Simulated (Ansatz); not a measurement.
Consider the formal exchange of groups at a Ga–S bond: `[SH][Ga]([Br])[Br]` + CH₄ → `[CH3][Ga]([Br])[Br]` + H₂S.

Isolated molecules relaxed with PBE0-D4/def2-TZVP in Ansatz; ΔE leaves out vibrations. CBS: MP2 limit from def2 TZ/QZ plus the TZ coupled-cluster correction, frozen cores. This one scheme is used for every species. DFT in def2-TZVPP. For Br, Ga outer-core shells are correlated without core-valence functions, which leaves a few kJ/mol of doubt a bond. Scalar relativity is left out up to krypton. One conformer a species, not always the lowest.

```
         level  ΔE (kJ/mol)
        B97M-V         98.7
CCSD/CBS(def2)         88.4
```

(1) What does CCSD(T)/CBS give? (Best estimate.)

Largest T1 diagnostic among the species: 0.010.

Answers

(1) Ansatz gave: +89.5 kJ/mol. The listed levels differ from it by 9.2, -1.1 kJ/mol.

Leaving LDA and LC-ωPBE aside and taking each functional with its dispersion term where it has one, the values, not all of them listed here, spread over 8.5 kJ/mol, from ωB97M-V to B97M-V. LDA lies −3.2 kJ/mol from PBE without D4. At CCSD(T), def2-SVP lies +9.8 kJ/mol from the extrapolated value and def2-TZVPP +1.1 kJ/mol.

CCSD(T)/CBS has its own doubt, a few kJ/mol and more with outer-core shells, so smaller differences from it don't rank the levels.
